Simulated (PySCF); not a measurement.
**Telling isomers of C4H10FNSi2 apart by NMR**

How the numbers were obtained: GIAO PBE0/pcSseg-1 shieldings, GFN2-xTB structure, in PySCF 2.14 (fast rotation and ring inversion assumed for equivalent nuclei, single conformer, non-relativistic, gas phase).

References, each an isolated molecule treated in the same way: TMS for 1H (σref 31.72) and 13C (σref 186.93). Splittings of carbon signals by F and P are missing where no couplings were computed. Where no couplings were computed, multiplicities follow the n + 1 count of equivalent neighbours, and m marks all less simple cases (inequivalent or close neighbours, rings, F or P nearby). Shifts are as computed. Against solution values, carbons near 30 ppm lie about +3 ppm off and those near 130 ppm about +5 ppm. Of 1309 compounds with measured shifts, 239 miss one by over three times the rms of a fit or turn the order of signals round; such compounds aren't used in these exercises. OH and NH positions are gas-phase values without hydrogen bonding to other molecules.

(1) Tabulate the signals of `C=N[SiH2]C/C=C(/F)[SiH3]`, `CN[Si@@H]1[SiH2]C(F)=C1C` and their relative energies.

(2) What is the quickest way to tell C=N[SiH2]C/C=C(/F)[SiH3] from CN[Si@@H]1[SiH2]C(F)=C1C?

Answers

(1) 
| SMILES | carbon types | δC | δH | E rel. (kcal/mol) |
| --- | --- | --- | --- | --- |
| C=N[SiH2]C/C=C(/F)[SiH3] | 1×C 1×CH 2×CH2 | 176.3, 168.9, 129.8, 16.9 | 8.79 (m, 1H), 8.76 (m, 1H), 6.27 (m, 1H), 5.06 (t, 2H), 4.19 (m, 3H), 1.84 (m, 2H) | 23.0 |
| CN[Si@@H]1[SiH2]C(F)=C1C | 2×C 2×CH3 | 183.3, 153.7, 31.9, 15.4 | 5.33 (m, 1H), 4.58 (m, 1H), 4.57 (m, 1H), 2.79 (s, 3H), 2.02 (s, 3H), -0.11 (br s, 1H) | 0.0 |

Energies are electronic energies at PBE0/pcSseg-1 on these geometries, without zero-point or thermal terms, each for the one conformer computed, which needn't be the lowest.

(2) Both give the same number of carbon signals, but DEPT or the intensities differ. The first has a C=N carbon (CH2) at 176.3 ppm, the second a methyl carbon bonded to N (CH3) at 31.9 ppm. Their most deshielded carbons lie at 176.3 and 183.3 ppm. In the proton spectra the most deshielded non-exchanging signals are 8.79 (m, 1H) and 5.33 (m, 1H).
